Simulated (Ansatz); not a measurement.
Cost and result for the atomization energy of `C[C@@]1(F)N[Si@@H]1N` (13 atoms, 13 bonds).

Z-matrix (Å, degrees):
```
C
C 1 1.498
H 1 1.091 2 110.5
H 1 1.091 2 110.8 3 -120.5
H 1 1.096 2 110.1 3 119.9
F 2 1.405 1 107.7 3 175.9
N 2 1.434 1 118.9 3 -54.9
Si 2 1.852 1 130.2 3 18.8
H 7 1.008 2 126.4 1 -39.0
N 8 1.690 2 126.8 1 156.1
H 8 1.482 2 122.3 1 1.2
H 10 1.005 8 121.9 2 -143.2
H 10 1.006 8 122.5 2 19.1
```

The species carries charge 0 and has multiplicity 1. The structure was optimised at the PBE0-D4/def2-TZVP level. It is one conformer, not always the lowest. Program: Ansatz. All runs use 2 threads of an AMD EPYC 7R13 on a shared host and a share of an NVIDIA H100 80 GB. Times are those of one run each, without the atoms' runs, and a repeat can differ threefold. Electronic energies, without spin–orbit coupling; frozen cores. CCSD(T)/CBS adds CCSD(T) − MP2 in def2-TZVPP to the MP2 limit, and its time is that of the two runs behind it. T1 = 0.012. B3LYP takes the VWN-RPA correlation (the form of Gaussian; ORCA's B3LYP/G).

CCSD(T)/CBS is a level of theory with its own doubt, some kJ/mol a heavy atom from the limit and from the frozen cores, so smaller differences don't rank the functionals.

| level | functions | wall time | atomization (kJ/mol) | difference from CCSD(T)/CBS | per bond |
| --- | --- | --- | --- | --- | --- |
| PBE0-D4/def2-TZVPP | 295 | 1.8 s | 4856.7 | 20.6 | 1.6 |
| B3LYP-D4/def2-TZVPP (with forces) | 295 | 2 s | 4849.7 | 13.6 | 1.0 |
| PBE-D4/def2-TZVPP (with forces) | 295 | 2.1 s | 4972.7 | 136.6 | 10.5 |
| B2PLYP/def2-TZVPP | 295 | 2.2 s | 4786.9 | -49.2 | -3.8 |
| r2SCAN-D4/def2-TZVPP (with forces) | 295 | 2.3 s | 4839.8 | 3.7 | 0.3 |
| ωB97X-V/def2-TZVPP | 295 | 2.4 s | 4870.8 | 34.7 | 2.7 |
| ωB97M-V/def2-TZVPP (with forces) | 295 | 3.1 s | 4868.0 | 31.9 | 2.5 |
| MP2/def2-QZVPP | 565 | 4.4 s | 4866.9 | 30.8 | 2.4 |
| CCSD(T)/def2-TZVPP | 295 | 4.5 s | 4681.2 | -154.9 | -11.9 |
| CCSD(T)/CBS(def2) | – | 8.9 s | 4836.1 | 0.0 | 0.0 |

The D4 term adds +43.4 kJ/mol with B3LYP and +22.8 kJ/mol with PBE0; it sums over pairs of atoms, weighted by their polarisabilities, and B3LYP, whose exchange is more repulsive, gets the larger term. From PBE to PBE0 (25 % exact exchange), in def2-TZVPP and without D4, the atomization energy moves by −111.7 kJ/mol: exact exchange takes away binding that semilocal exchange gives to molecules. In def2-TZVPP, CCSD(T) changes the Hartree–Fock value by +1349.5 kJ/mol (the triples alone add +82.1 kJ/mol) and MP2 by +1442.5 kJ/mol; breaking electron pairs costs correlation energy, which Hartree–Fock lacks.
